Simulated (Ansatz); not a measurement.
K₃Bi⁺, relaxed as a doublet with UKS PBE0-D4/def2-TZVP in Ansatz, starting from the GFN1-xTB geometry. Force threshold 0.02 eV/Å.

In the def2 sets Bi takes a core potential; there is no spin–orbit coupling. The relaxation made no stability test and no search for a lower SCF solution. The structure comes from a short search, and lower isomers may exist.

Start:

```csv
atom,x (Å),y (Å),z (Å)
K1,-0.9637,0.7723,2.5401
K2,-0.0016,-2.1191,0.1130
K3,1.6712,1.2564,-0.2871
Bi4,-0.7058,0.0904,-2.3660
```

**Question.** Estimate the energy that the relaxation releases and the steps that it takes.

**Answer.** 187.8 kJ/mol, in 16 steps; 79 s on 4 threads of Arm Neoverse V2 on a shared host. The force fell under the threshold at step 15, but the optimiser went on. No frequencies were taken in this run, so the end may be a saddle point.

**Question.** Does the start keep its bonding and symmetry?

**Answer.** Bonds lost: K1–K2, K1–K3, K2–K3 (atoms count from 1). Bonds formed: K1–Bi4 (atoms count from 1). The end is the same structure that another start reached, the lowest one found. Point group Cs at the start, D3h at the end, both within 0.05 Å.

**Question.** Predict the relaxed structure.

**Answer.** 
```xyz
4

K    -2.136    1.320    2.204
K    -0.219   -3.239   -0.804
K     2.352    1.922   -1.402
Bi    0.004   -0.002    0.003
```
Bond lengths (bridged metal pairs left out): 3 × Bi–K 3.34 Å.
